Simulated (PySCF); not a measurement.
## How methods differ on the ionisation energy of Zr¹⁵⁺

Zr¹⁵⁺ [Ar] 3d7 [3d3/2^4 3d5/2^3, M_J = 9/2] → Zr¹⁶⁺ [Ar] 3d6 [3d3/2^4 3d5/2^2, M_J = 4], as a difference of total energies. All numbers are calculated (PySCF 2.14, the two-component X2C-1e Hamiltonian, in an uncontracted even-tempered set (17 s from 1.3 bohr⁻², ratio 2.8; 12 p from 1.7 bohr⁻², ratio 2.8; 8 d from 1.7 bohr⁻², ratio 2.8; 4 f from 7.9 bohr⁻², ratio 3)). Correlated levels: [Ne] frozen; the 76 highest virtual spinors dropped. "Screened" scales the spin-orbit matrix elements by Boettger's factors to mimic the two-electron term; Breit and QED terms are absent.

```json
{"method": "GHF (spin-free)", "ionisation energy (eV)": "572.59"}
{"method": "GMP2 (spin-free)", "ionisation energy (eV)": "573.80"}
```

Question: How much does correlation contribute at GMP2 (spin-free)?

Answer: 573.80 − (572.59) = 1.21 eV, measured against GHF (spin-free).

Breit and QED terms and the two-electron picture change are absent.

The spin-free rows relax to the high-spin LS determinant and lack the spin-orbit shift.

The labels give the starting determinants; with spin-orbit coupling the two ends relaxed to ⟨J²⟩ = 24.75, ⟨L²⟩ = 12.48, ⟨S²⟩ = 3.58.

For comparison: 573 ± 3 eV (theoretical estimate listed by NIST; NIST Atomic Spectra Database, ionization energies).
